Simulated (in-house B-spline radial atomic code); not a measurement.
RPA and G0W0 for neutral strontium, [Kr] 5s2, as one setting changes: the radius of a hard wall (bohr). Start: PBE. A dash marks a level of low quasi-particle weight. Computed with an all-electron radial atomic-structure program (B-spline basis): all electrons, scalar-relativistic (spin-free one-electron X2C), finite nucleus, each spin shell either full or empty, empty states to l = 9 with an (l + 1/2)⁻⁴ tail; G0W0 by contour deformation at full frequency.

```json
{"radius of a hard wall (bohr)": "5", "mean-field level (eV)": "3.091", "G0W0 level (eV)": "5s -0.656", "RPA correlation (Eh)": "-2.865"}
{"radius of a hard wall (bohr)": "6", "mean-field level (eV)": "?", "G0W0 level (eV)": "?", "RPA correlation (Eh)": "?"}
{"radius of a hard wall (bohr)": "8", "mean-field level (eV)": "?", "G0W0 level (eV)": "?", "RPA correlation (Eh)": "?"}
{"radius of a hard wall (bohr)": "12", "mean-field level (eV)": "-3.488", "G0W0 level (eV)": "-", "RPA correlation (Eh)": "-2.7888"}
```

(1) What belongs in the row for 8?

(2) What belongs in the row for 6?

## Answers

(1) mean-field level (eV): -2.791; G0W0 level (eV): 5s -5.573; RPA correlation (Eh): -2.7984.

(2) mean-field level (eV): -0.467; G0W0 level (eV): 5s -3.795; RPA correlation (Eh): -2.8217.
